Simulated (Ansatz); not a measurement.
C$_{3}$H$_{8}$Cl$_{2}$GeO (SMILES CC[O][Ge]([CH3])([Cl])[Cl]), singlet, geometry from GFN2-xTB; CASSCF(2,3)/STO-3G in Ansatz (an electronic-structure program).

The Ansatz input:
Ansatz 0.2 input:
```yaml
crystal:
  periodic: [false, false, false]
  atoms:
    - {symbol: C, position_ang: [-2.87415043, 0.50104535, 0.31829558]}
    - {symbol: C, position_ang: [-1.95572442, 1.40781649, -0.48518396]}
    - {symbol: O, position_ang: [-0.61751450, 1.39321858, -0.02281878]}
    - {symbol: Ge, position_ang: [0.55178637, 0.07567688, 0.01762783]}
    - {symbol: C, position_ang: [2.31488984, 0.98117055, 0.14735156]}
    - {symbol: Cl, position_ang: [0.17336244, -1.16336748, 1.71198153]}
    - {symbol: Cl, position_ang: [0.29848805, -1.11675693, -1.73482892]}
    - {symbol: H, position_ang: [-3.89985429, 0.62139485, -0.02028145]}
    - {symbol: H, position_ang: [-2.81297448, 0.75041208, 1.37488179]}
    - {symbol: H, position_ang: [-2.57549634, -0.53858696, 0.18740473]}
    - {symbol: H, position_ang: [-2.27712062, 2.45105266, -0.39473427]}
    - {symbol: H, position_ang: [-1.98729117, 1.12352887, -1.54356420]}
    - {symbol: H, position_ang: [3.08190051, 0.25859118, 0.40753036]}
    - {symbol: H, position_ang: [2.26098260, 1.74520087, 0.91569505]}
    - {symbol: H, position_ang: [2.56125722, 1.44291805, -0.80284620]}
basis:
  gaussian:
    orbitals: STO-3G
hamiltonian:
  xc: hf
magnetization: {spin_polarized: false}
correlation: {active_space: {window: {electrons: 2, orbitals: 3}}}
```

### Question
What does Ansatz print? Leave out banner, timings and long lists.

### Answer

```
Functional definition: HF
780 factors; integrals over basis functions are off by at most 5.3e-5 eV
mean field evaluation 1: about -85761.7232 eV, gradient 2.7e1 eV
mean field evaluation 2: about -85761.9585 eV, gradient 2.7e1 eV
mean field evaluation 4: about -85765.0278 eV, gradient 2.0e0 eV
mean field evaluation 8: about -85765.0480 eV, gradient 3.3e-2 eV
mean field -85765.04802088 eV, -3151.8073811300 hartree, gradient 1.7e-6 eV, S^2 0.000000; 0 other end points of the search recorded, 0 dependent functions left out
reference -85765.04802088 eV, -3151.8073811300 hartree; 50, 50 occupied and 14, 14 virtual orbitals, 780 factors
state -85765.55266093 eV, -3151.8259263098 hartree
Total energy: -85765.55266093 eV, -3151.8259263098 hartree
```
